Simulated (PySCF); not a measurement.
## InCl and its ions

RHF-MP2; In def2-SVPD with ECP28, Cl def2-SVPD; scalar-relativistic core potentials (PySCF 2.14). Neutral (RHF): singlet (closed shell), Re = 2.470 Å, ωe = 307 cm⁻¹, De = 4.54 eV.

InCl⁻ (UHF): doublet (π ↑), Re = 2.674 Å, ωe = 203 cm⁻¹, De = 1.21 eV to In + Cl⁻. The energies at the minima are -648.87089 hartree for InCl and -648.87920 for InCl⁻.

(1) Work out the adiabatic electron affinity, without and with harmonic zero-point energies (1 hartree = 27.2114 eV, 1 eV = 8065.5 cm⁻¹), and the change of the bond length.

Correlated steps freeze 9 core orbitals. Correlated levels converge slowly with the basis: in double zeta they bind strong bonds too weakly, by up to about 1 eV, and carry superposition errors of some tenths. Spin–orbit coupling is left out, which matters for elements this heavy, above all for dissociation energies. For an ion De counts to the pair picked by the measured ionisation energies or electron affinities, which need not be the lowest pair at this level. Where the molecule has an RHF reference, its open-shell atoms are computed with UHF. States were picked by a PBE0 search and need not be the measured ground states.

Neutral and ion stand on different kinds of reference determinant, which adds to the error of the difference.

## Answers

(1) At MP2: 0.00831 hartree = 0.226 eV between the minima; the zero-point term (307.0 − 203.0)/2 cm⁻¹ = +0.006 eV makes it 0.233 eV. Re changes by +20.4 pm against the neutral. The electron enters a π orbital, and the longer bond of the ion fits an antibonding orbital, or a change in how ionic the bond is.
